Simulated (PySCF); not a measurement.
Input for PySCF: R-B3LYP/6-311+G** on C3H8 (a complex), monomers drawn apart or pushed together.

```python
from pyscf import gto, scf, dft, mp
from pyscf.data.elements import chemcore

mol = gto.M(
    atom='''
    H     0.17127357   -0.04073139    0.52810902
    H     0.20180037   -0.44200840   -0.09890561
    C    -0.49167128    1.28438838    3.71709552
    C     0.33804944    0.28437895    3.98638606
    C    -0.02114631   -1.16653559    3.94889076
    H    -1.52575833    1.10426859    3.44444723
    H    -0.17008154    2.31699698    3.75966770
    H     1.36614895    0.51462636    4.25402881
    H     0.15037026   -1.63787363    4.92079371
    H    -1.06731203   -1.31177886    3.67645550
    H     0.59855029   -1.70400273    3.22523420
    ''',
    basis='6-311+g**',
    charge=0, spin=0, verbose=3, max_memory=1800)
mf = dft.RKS(mol, xc='b3lyp')
mf.conv_tol = 1e-8
mf.max_cycle = 100
mf.kernel()
if not mf.converged:
    mf = mf.newton().run(mf.mo_coeff, mf.mo_occ)
```

It printed:

```
converged SCF energy = -119.125111226313
```

The calculation finished and met its thresholds.

Cost: around 7 core-seconds (rough).
